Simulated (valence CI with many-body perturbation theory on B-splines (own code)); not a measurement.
# E1 line list for In XXXVI

Method: configuration interaction combined with many-body perturbation theory (CI+MBPT): four valence electrons over a frozen Dirac-Fock core [Ne], radial functions for each j: 11 s, 11 p, 9 d, 7 f, 5 g, 2 h, 1 i, with the one-electron correlation potential Σ1 (screened to all orders), the two-electron term Σ2, the three-electron term Σ3, Breit, model QED; selected single and double excitations, second order for the rest (own B-spline code, finite nucleus).

No measured spectrum was set against this ion. As an estimate, large intervals hold to a few tenths of a per cent, small ones and those within an open d or f shell to about a per cent.

Lines 151 to 200 of 240 in falling wavelength, among levels below 2984500 cm⁻¹, chosen from the strongest by gf and those to the six lowest levels. Wavelengths and rates use the calculated energies. Electric multipoles are in the length gauge, E1 and E2 with the static RPA response of the core. Weak lines are less certain than strong ones. Lines between different terms over intervals too small for the method are left out, as are lines whose strength nearly cancels. The highest levels of a list are the least certain.

Levels are named by their leading jj configuration (3d3/2^4 stands for four electrons in 3d with j = 3/2), which in mixed levels can hold well under half, so a name can repeat and another be missing. Letters in brackets count levels of one name in rising energy.

```tsv
λ vac (Å)	Upper	Lower	A (s⁻¹)	S (a.u.) with core polarisation	S without
76.54	(3s 3p1/2 3p3/2 3d3/2) J=1 [c]	(3s 3p1/2 3p3/2^2) J=2 [a]	1.05e+10	6.95e-03	7.10e-03
76.48	(3s 3p1/2 3p3/2^2) J=1 [b]	(3s^2 3p1/2 3p3/2) J=2	1.79e+11	1.19e-01	1.21e-01
76.42	(3s 3p1/2 3p3/2 3d5/2) J=2 [b]	(3s 3p1/2 3p3/2^2) J=2 [a]	5.02e+10	5.53e-02	5.64e-02
76.40	(3s^2 3p3/2 3d5/2) J=3	(3s^2 3p3/2^2) J=2	1.92e+11	2.95e-01	3.01e-01
76.27	(3s 3p1/2 3p3/2 3d5/2) J=2 [e]	(3s^2 3p1/2 3d5/2) J=3	1.72e+10	1.88e-02	1.92e-02
75.97	(3s 3p3/2^3) J=2	(3s^2 3p3/2^2) J=2	2.55e+11	2.76e-01	2.82e-01
75.73	(3s 3p1/2 3p3/2 3d5/2) J=2 [e]	(3s^2 3p1/2 3d5/2) J=2	1.55e+10	1.66e-02	1.69e-02
75.57	(3s 3p1/2 3p3/2^2) J=2 [b]	(3s^2 3p1/2 3p3/2) J=1	7.33e+10	7.81e-02	7.97e-02
75.40	(3s 3p3/2^3) J=1	(3s^2 3p3/2^2) J=0	2.25e+11	1.43e-01	1.46e-01
74.85	(3s 3p1/2 3p3/2 3d5/2) J=2 [d]	(3s^2 3p1/2 3d3/2) J=1	7.68e+09	7.94e-03	8.11e-03
74.55	(3s 3p3/2^2 3d3/2) J=2	(3s 3p1/2 3p3/2^2) J=1 [a]	1.12e+10	1.15e-02	1.17e-02
74.39	(3s 3p1/2 3p3/2 3d3/2) J=2 [a]	(3s 3p1/2^2 3p3/2) J=2	8.43e+07	8.56e-05	8.68e-05
74.22	(3s 3p3/2^2 3d3/2) J=1	(3s^2 3p1/2 3d5/2) J=2	3.43e+10	2.08e-02	2.12e-02
73.99	(3s 3p1/2 3p3/2 3d5/2) J=2 [e]	(3s^2 3p1/2 3d3/2) J=1	7.79e+09	7.78e-03	7.94e-03
73.94	(3s 3p1/2 3p3/2^2) J=1 [b]	(3s^2 3p1/2 3p3/2) J=1	9.64e+10	5.77e-02	5.90e-02
73.43	(3s 3p1/2 3p3/2 3d5/2) J=3 [c]	(3s 3p1/2 3p3/2^2) J=2 [a]	8.66e+10	1.19e-01	1.21e-01
73.34	(3s 3p1/2 3p3/2 3d3/2) J=1 [a]	(3s 3p1/2^2 3p3/2) J=2	4.03e+09	2.36e-03	2.40e-03
73.26	(3s 3p3/2^2 3d3/2) J=3	(3s^2 3p1/2 3d5/2) J=2	7.99e+09	1.08e-02	1.11e-02
73.21	(3s 3p1/2 3p3/2 3d3/2) J=1 [d]	(3s^2 3p1/2 3d3/2) J=2	6.08e+10	3.53e-02	3.61e-02
72.90	(3s 3p1/2 3p3/2 3d5/2) J=2 [a]	(3s 3p1/2^2 3p3/2) J=1	2.87e+10	2.74e-02	2.80e-02
72.66	(3s 3p3/2^2 3d3/2) J=2	(3s^2 3p1/2 3d5/2) J=2	1.08e+10	1.03e-02	1.05e-02
72.55	(3s 3p3/2^2 3d3/2) J=1	(3s 3p1/2 3p3/2^2) J=0	7.93e+10	4.49e-02	4.58e-02
72.29	(3s 3p1/2 3p3/2 3d3/2) J=3 [a]	(3s 3p1/2^2 3p3/2) J=2	9.64e+09	1.26e-02	1.28e-02
71.85	(3s 3p1/2 3p3/2 3d3/2) J=2 [c]	(3s 3p1/2^2 3p3/2) J=1	1.25e+10	1.14e-02	1.17e-02
71.65	(3s 3p1/2 3p3/2 3d3/2) J=2 [b]	(3s 3p1/2^2 3p3/2) J=2	3.26e+10	2.96e-02	3.02e-02
71.33	(3s 3p1/2 3p3/2 3d5/2) J=2 [c]	(3s 3p1/2 3p3/2^2) J=3	6.03e+09	5.40e-03	5.52e-03
71.32	(3s 3p1/2 3p3/2 3d5/2) J=3 [d]	(3s 3p1/2 3p3/2^2) J=2 [a]	6.18e+09	7.75e-03	7.88e-03
70.10	(3s 3p3/2^3) J=1	(3s^2 3p3/2^2) J=2	1.24e+11	6.32e-02	6.46e-02
70.02	(3s 3p1/2 3p3/2 3d3/2) J=2 [e]	(3s^2 3p1/2 3d3/2) J=2	7.34e+10	6.22e-02	6.35e-02
69.40	(3s 3p1/2 3p3/2 3d3/2) J=2 [e]	(3s 3p1/2 3p3/2^2) J=2 [a]	9.15e+09	7.55e-03	7.71e-03
69.24	(3s 3p1/2 3p3/2 3d5/2) J=2 [d]	(3s 3p1/2 3p3/2^2) J=3	8.42e+09	6.89e-03	7.04e-03
68.31	(3s^2 3p3/2 3d5/2) J=2	(3s^2 3p1/2 3p3/2) J=2	1.74e+09	1.37e-03	1.40e-03
68.29	(3s 3p3/2^2 3d5/2) J=4	(3s 3p1/2 3p3/2^2) J=3	3.31e+10	4.68e-02	4.77e-02
67.87	(3s 3p1/2 3p3/2 3d5/2) J=3 [e]	(3s^2 3p1/2 3d3/2) J=2	5.25e+09	5.67e-03	5.78e-03
67.23	(3s 3p1/2 3p3/2 3d3/2) J=1 [c]	(3s 3p1/2^2 3p3/2) J=1	7.22e+10	3.25e-02	3.32e-02
66.48	(3s 3p3/2^2 3d3/2) J=3	(3s 3p1/2 3p3/2^2) J=3	1.55e+11	1.58e-01	1.61e-01
66.27	(3s^2 3p3/2 3d5/2) J=2	(3s^2 3p1/2 3p3/2) J=1	6.35e+08	4.56e-04	4.65e-04
66.12	(3s 3p1/2 3p3/2 3d5/2) J=3 [a]	(3s 3p1/2^2 3p3/2) J=2	1.31e+11	1.31e-01	1.34e-01
66.03	(3s 3p1/2 3p3/2 3d5/2) J=2 [a]	(3s 3p1/2^2 3p3/2) J=2	3.80e+09	2.70e-03	2.75e-03
65.98	(3s 3p3/2^2 3d3/2) J=2	(3s 3p1/2 3p3/2^2) J=3	6.98e+10	4.95e-02	5.05e-02
65.17	(3s 3p1/2 3p3/2 3d3/2) J=2 [c]	(3s 3p1/2^2 3p3/2) J=2	5.44e+09	3.71e-03	3.79e-03
65.14	(3s 3p1/2 3p3/2 3d5/2) J=1 [a]	(3s 3p1/2^2 3p3/2) J=2	3.14e+09	1.29e-03	1.31e-03
65.12	(3s 3p1/2 3p3/2 3d5/2) J=2 [e]	(3s 3p1/2 3p3/2^2) J=2 [a]	5.74e+10	3.91e-02	4.00e-02
64.77	(3s^2 3p3/2 3d3/2) J=1	(3s^2 3p1/2 3p3/2) J=2	3.54e+10	1.42e-02	1.45e-02
64.69	(3s^2 3p3/2 3d3/2) J=2	(3s^2 3p1/2 3p3/2) J=2	2.54e+11	1.69e-01	1.73e-01
64.39	(3s^2 3p3/2 3d3/2) J=3	(3s^2 3p1/2 3p3/2) J=2	2.53e+11	2.33e-01	2.38e-01
64.20	(3s 3p1/2 3p3/2 3d3/2) J=2 [d]	(3s 3p1/2^2 3p3/2) J=2	2.41e+11	1.58e-01	1.61e-01
64.12	(3s 3p1/2 3p3/2 3d3/2) J=1 [d]	(3s 3p1/2^2 3p3/2) J=1	2.51e+11	9.80e-02	1.00e-01
64.00	(3s 3p3/2^2 3d3/2) J=1	(3s 3p1/2 3p3/2^2) J=2 [a]	1.46e+11	5.65e-02	5.77e-02
63.89	(3s 3p1/2 3p3/2 3d3/2) J=1 [b]	(3s 3p1/2^2 3p3/2) J=2	2.41e+11	9.30e-02	9.49e-02
```
